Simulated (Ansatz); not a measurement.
The lowest singlet and triplet of PH (SMILES [PH]); geometries from B3LYP-D3(BJ)/def2-TZVP, each state relaxed from the structure named, with no frequency check, low spin by broken symmetry.
Singlet (charge 0, multiplicity 1):
```xyz
2

P      0.00000     0.00000    -0.08930
H      0.00000     0.00000     1.33956
```

A positive gap puts the triplet lower; no zero-point energy. R- takes a restricted singlet, here one determinant of a half-filled degenerate or near-degenerate pair, which mixes singlet states. The triplet is unrestricted in single-reference levels. Active spaces average the two states.

Frozen-core correlation.

Programs: Ansatz (Gaussian basis) for Hartree–Fock, density functionals and correlated methods. 

R-PBE/def2-TZVPP gives 146.1 kJ/mol for the gap E(singlet) − E(triplet), vertical, at the singlet's geometry.

Task: Where do these levels fall relative to PBE: R-r2SCAN/def2-TZVPP, R-B3LYP/def2-TZVPP, R-wB97M-V/def2-TZVPP, R-B2PLYP/def2-TZVPP, R-MP2/cc-pV(Q+d)Z, R-CCSD(T)/cc-pV(Q+d)Z, SC-NEVPT2 on SA-CASSCF(6,5)/cc-pV(Q+d)Z, FIC-MRCISD+Q on SA-CASSCF(6,5)/cc-pV(Q+d)Z, FCI/cc-pV(D+d)Z.

Result: R-r2SCAN/def2-TZVPP 23.2; R-B3LYP/def2-TZVPP -12.8; R-wB97M-V/def2-TZVPP -28.9; R-B2PLYP/def2-TZVPP -9.6; R-MP2/cc-pV(Q+d)Z -4.5; R-CCSD(T)/cc-pV(Q+d)Z -32.8; SC-NEVPT2 on SA-CASSCF(6,5)/cc-pV(Q+d)Z -48.3; FIC-MRCISD+Q on SA-CASSCF(6,5)/cc-pV(Q+d)Z -55.0; FCI/cc-pV(D+d)Z -31.4 kJ/mol. 1 of 9 lie above PBE; the widest gap is to FIC-MRCISD+Q on SA-CASSCF(6,5)/cc-pV(Q+d)Z.

Doubts at one or more of the structures used: a restricted determinant that unrestricted orbitals would lower (R-PBE/def2-TZVPP, R-r2SCAN/def2-TZVPP, R-B3LYP/def2-TZVPP, R-wB97M-V/def2-TZVPP, R-B2PLYP/def2-TZVPP, R-MP2/cc-pV(Q+d)Z, R-CCSD(T)/cc-pV(Q+d)Z).

Ansatz is an electronic-structure program.
